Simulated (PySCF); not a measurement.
# Trend along the fourth-period p block: MNa molecules

PBE with double-zeta basis sets in PySCF, for the lowest determinant that a PBE0 search found; no spin–orbit coupling. De refers to high-spin ground-configuration atoms. A positive dipole means M(−)Na(+).

```
 M                       basis  state (unpaired electrons)  Re (Å)  ωe (cm⁻¹)  De (eV)  μ (D)
Ga  aug-cc-pVDZ/aug-cc-pVDZ-PP      singlet (closed shell)   3.143        151     0.83   1.26
Ge          cc-pVDZ/cc-pVDZ-PP         quartet (σ ↑, π ↑↑)   2.775        194     1.30   6.18
As                    def2-SVP              triplet (π ↑↑)   2.763        219     1.35   5.85
Se                    def2-SVP               doublet (π ↑)   2.616        264     2.41   7.35
Br                     pcseg-1      singlet (closed shell)   2.518        295     3.63   8.40
```

The shortest bond is that of NaBr (2.518 Å), the longest that of NaGa (3.143 Å). NaBr is bound most strongly (3.63 eV) and NaGa least (0.83 eV).

The rows differ in basis set, which adds steps of its own.

The state changes along the series, so neighbouring rows are not always alike in their bonding.

Closed-shell solutions of metal pairs were not tested for spin polarisation, which can lower them a little. States were picked by a PBE0 search and need not be the measured ground states.
